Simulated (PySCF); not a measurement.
Radial density of Ga²⁺ (gallium, charge +2)

TPSSh, [Ar] 3d10 4d1, 2D determinant (an excited configuration). Computed with PySCF 2.14 in aug-cc-pVQZ-DK (8s7p5d3f2g, 93 functions), with the spin-free X2C one-electron Hamiltonian (Gaussian nucleus).

| r (bohr) | 4πr²ρ (e/bohr) | 4πr²(ρα − ρβ) |
| --- | --- | --- |
| 0.00108 | 0.4542 | 0.0000 |
| 0.00182 | 1.116 | 0.0000 |
| 0.00305 | 2.669 | 0.0000 |
| 0.00514 | 6.112 | 0.0000 |
| 0.00864 | 12.96 | 0.0000 |
| 0.0145 | 24.01 | 0.0000 |
| 0.0245 | 35.41 | 0.0000 |
| 0.0411 | 36.88 | 0.0000 |
| 0.0692 | 30.33 | 0.0002 |
| 0.116 | 39.15 | 0.0016 |
| 0.196 | 39.26 | 0.0099 |
| 0.329 | 20.98 | 0.0325 |
| 0.554 | 26.81 | 0.0423 |
| 0.931 | 12.85 | 0.0064 |
| 1.57 | 1.794 | 0.0377 |
| 2.64 | 0.3413 | 0.2692 |
| 4.43 | 0.2274 | 0.2271 |
| 7.46 | 0.01262 | 0.0126 |
| 12.5 | 3.545e-05 | 0.0000 |

Densities and radii are taken from the X2C orbitals without a picture-change correction, which distorts them close to the nucleus.

The outer electron is Rydberg-like, and this basis confines it to a smaller radius and binds it less than a complete one would.
